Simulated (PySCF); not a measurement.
Orbital energies, ionisation energy and electron affinity

Species: C7H7PSe.
Geometry (PBE0-D3(BJ)/def2-SVP, Å), atoms numbered from 1 in this order:
```
atom  x, y, z in Å
C1     2.6285   -2.1035    0.8675
C2     1.9435   -1.3246    0.2356
P3     0.9875   -0.2098   -0.7319
Se4    1.4759   -0.1572   -2.7557
C5     0.3179    1.0699    0.2997
C6     0.5047    2.3931    0.9199
C7    -0.5718    0.0972    0.0570
C8    -1.9411   -0.3114    0.2458
C9    -2.4391   -1.4301   -0.2976
H10    3.2367   -2.7965    1.4216
H11    0.8379    3.1161    0.1590
H12   -0.4237    2.7618    1.3798
H13    1.2916    2.3482    1.6891
H14   -2.5757    0.3427    0.8549
H15   -1.8106   -2.0795   -0.9139
H16   -3.4826   -1.7185   -0.1523
```

Level: PBE0/def2-SVPD (PySCF). Frontier orbitals with their largest atomic shares (Löwdin; up to four atoms above 4 %):

```
orbital  ε (eV)                           main atoms
 HOMO−3   -8.34    C1 32 %, C2 31 %, P3 12 %, C5 6 %
 HOMO−2   -7.67   C9 23 %, C5 18 %, C8 18 %, C7 14 %
 HOMO−1   -6.19                    Se4 75 %, P3 13 %
   HOMO   -6.08                                    ?
   LUMO   -1.79   C9 26 %, C5 19 %, C7 16 %, C8 16 %
 LUMO+1   -0.84   C1 23 %, C2 21 %, P3 19 %, Se4 9 %
 LUMO+2   -0.35  Se4 27 %, C2 23 %, C1 22 %, P3 14 %
```

What vertical ionisation energy does ΔSCF give, and how far is −ε(HOMO) from it?

ΔSCF: 7.84 eV (756 kJ/mol; threshold wavelength 158 nm); ⟨S²⟩ of the doublet left behind is 0.757, against 0.75 for a pure doublet. −ε(HOMO) is 6.08 eV, 1.76 eV below it. In exact Kohn–Sham theory the two would be equal; PBE0 (global hybrid, 25 % exact exchange) falls short of its own ΔSCF value by 22 %.

On which atoms does the HOMO lie?

Se4 (selenium bonded to P) 70 %, P3 (phosphorus bonded to 3 C and Se) 16 %, C5 (fully substituted alkene carbon) 5 %, C7 (fully substituted alkene carbon) 5 %, so more than half of it is on one atom. The HOMO−1 lies 0.11 eV lower.

And the vertical electron affinity, the fundamental gap, Mulliken's electronegativity and the hardness (with the factor ½)?

EA = 0.30 eV by ΔSCF (−ε(LUMO) = 1.79 eV). IE − EA = 7.54 eV against an orbital gap of 4.29 eV; (IE + EA)/2 = 4.07 eV; (IE − EA)/2 = 3.77 eV. Parr's electrophilicity index (IE + EA)²/[8(IE − EA)] is 1.10 eV.

The lowest singlet excitation (vertical TDDFT, same level) lies at 3.25 eV. How far is it below IE − EA?

IE − EA = 7.54 eV, so by 4.29 eV.

How many of the 10 lowest singlet excitations (vertical TDDFT, same level) lie below the ionisation energy?

All 10; they run from 3.25 to 5.46 eV.

With α = 143.6 au, estimate the like-pair dispersion coefficient by London's formula C6 = (3/4)α²I.

I = 0.2880 Eh, so C6 ≈ 4460 au, a rough estimate.

Shift the occupied levels rigidly so that −ε(HOMO) equals the ΔSCF value. What binding energies result?

The shift is +1.76 eV: HOMO 7.84, HOMO−1 7.95, HOMO−2 9.43, HOMO−3 10.10 eV. A rigid shift is only a rough guide to the deeper ionisations.

Geometry: PBE0-D3(BJ)/def2-SVP, one conformer, isolated molecule. The calculation is non-relativistic, for selenium too.

The run behind these numbers computed excited states and ΔSCF ions as well. The run took 5.8 min wall on an Arm Neoverse V2 with one thread (shared host), and the process peaked at 1.1 GiB of memory.
